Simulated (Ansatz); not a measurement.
A run for Ansatz (a quantum-chemistry and plane-wave program): U-B3LYP-D3(BJ)/def2-TZVP on F2V (SMILES [F][V][F]), 2S+1 = 4, a spin state set in the input, which need not be the lowest.

Ansatz 0.2 input:
```yaml
crystal:
  periodic: [false, false, false]
  atoms:
    - {symbol: V, position_ang: [0.00034921, 0.01184982, -0.01096551]}
    - {symbol: F, position_ang: [-0.20992367, 1.17371317, -1.06456586]}
    - {symbol: F, position_ang: [0.17640574, -1.13819139, 1.00511174]}
basis:
  gaussian:
    orbitals: def2-TZVP
hamiltonian:
  xc: b3lyp
  dispersion: d3bj
magnetization: {spin_polarized: true, initial_magnetization: 3}
relax: {f_tol: 0.005, max_steps: 120}
```

It printed:

```
WARN ansatz: RAYON_NUM_THREADS=1 ignored (pool sized by the plan → 1); use --threads N
Functional definition: B3LYP
integrals: 0.03 GiB planned
789 factors; their error is unknown
mean field: 0.43 GiB planned
mean field evaluation 1: about -31121.3486 eV, gradient 3.6e1 eV
mean field evaluation 2: about -31118.0419 eV, gradient 5.1e1 eV
mean field evaluation 4: about -31124.9253 eV, gradient 2.7e0 eV
mean field evaluation 8: about -31125.0298 eV, gradient 1.2e-1 eV
mean field evaluation 16: about -31125.0298 eV, gradient 2.2e-4 eV
mean field -31125.02983074 eV, -1143.8237489768 hartree, gradient 1.5e-5 eV, S^2 3.756985; 4 other end points of the search recorded, 0 dependent functions left out
the calculation of the forces begins
reference -31125.03005799 eV, -1143.8237573279 hartree; 22, 19 occupied and 85, 88 virtual orbitals, 789 factors
relax step   1: F+E_penalty+E_count = -31125.07905382 eV  Δ(F+E_penalty+E_count) = +0.000e0 eV  max|allowed force component| = 8.939e0 eV/Å  Δτ_max = 0.0000 Å  (62 SCF iters, accepted)
these checks for a lower state are left out or cut short: starts, cluster_reference, orbital_swaps, neighbouring_geometries, increment
integrals: 0.03 GiB planned
789 factors; their error is unknown
mean field: 0.43 GiB planned
mean field evaluation 32: about -31126.2570 eV, gradient 7.2e0 eV
mean field -31126.55272706 eV, -1143.8797143841 hartree, gradient 1.3e-5 eV, S^2 3.758384; 0 other end points of the search recorded, 0 dependent functions left out
the calculation of the forces begins
reference -31126.55294917 eV, -1143.8797225466 hartree; 22, 19 occupied and 85, 88 virtual orbitals, 789 factors
relax step   2: F+E_penalty+E_count = -31126.60100331 eV  Δ(F+E_penalty+E_count) = -1.522e0 eV  max|allowed force component| = 3.144e0 eV/Å  Δτ_max = 0.1122 Å  (69 SCF iters, accepted)
these checks for a lower state are left out or cut short: starts, cluster_reference, orbital_swaps, neighbouring_geometries, increment
integrals: 0.03 GiB planned
789 factors; their error is unknown
mean field: 0.42 GiB planned
mean field -31126.91439532 eV, -1143.8930054475 hartree, gradient 1.8e-5 eV, S^2 3.759729; 0 other end points of the search recorded, 0 dependent functions left out
the calculation of the forces begins
reference -31126.91461698 eV, -1143.8930135935 hartree; 22, 19 occupied and 85, 88 virtual orbitals, 789 factors
relax step   3: F+E_penalty+E_count = -31126.96177038 eV  Δ(F+E_penalty+E_count) = -3.608e-1 eV  max|allowed force component| = 1.844e-1 eV/Å  Δτ_max = 0.1184 Å  (64 SCF iters, accepted)
these checks for a lower state are left out or cut short: starts, cluster_reference, orbital_swaps, neighbouring_geometries, increment
integrals: 0.03 GiB planned
789 factors; their error is unknown
mean field: 0.42 GiB planned
mean field -31126.91627953 eV, -1143.8930746910 hartree, gradient 1.5e-5 eV, S^2 3.759633; 0 other end points of the search recorded, 0 dependent functions left out
the calculation of the forces begins
reference -31126.91650109 eV, -1143.8930828331 hartree; 22, 19 occupied and 85, 88 virtual orbitals, 789 factors
relax step   4: F+E_penalty+E_count = -31126.96371745 eV  Δ(F+E_penalty+E_count) = -1.947e-3 eV  max|allowed force component| = 2.153e-3 eV/Å  Δτ_max = 0.0091 Å  (56 SCF iters, accepted)
integrals: 0.03 GiB planned
789 factors; their error is unknown
mean field: 0.42 GiB planned
mean field evaluation 64: about -31126.8343 eV, gradient 6.8e-2 eV
mean field evaluation 96: about -31126.5379 eV, gradient 5.2e0 eV
mean field -31126.91627953 eV, -1143.8930746910 hartree, gradient 1.5e-5 eV, S^2 3.759633; 7 other end points of the search recorded, 0 dependent functions left out
the calculation of the forces begins
reference -31126.91650109 eV, -1143.8930828331 hartree; 22, 19 occupied and 85, 88 virtual orbitals, 789 factors
Total energy: -31126.96393901 eV, -1143.8948261448 hartree
Atom 0 at    -0.003622     0.019843    -0.020323 Å, force     0.000506     0.000688    -0.000097 eV/Å
Atom 1 at    -0.234585     1.329554    -1.202925 Å, force     0.000051    -0.002153     0.001669 eV/Å
Atom 2 at     0.205038    -1.302025     1.152828 Å, force    -0.000556     0.001465    -0.001572 eV/Å
Dipole moment:     0.008285     0.004500     0.003522 e Å
```

The calculation finished and met its thresholds.

Cost: very roughly 23 core-seconds.
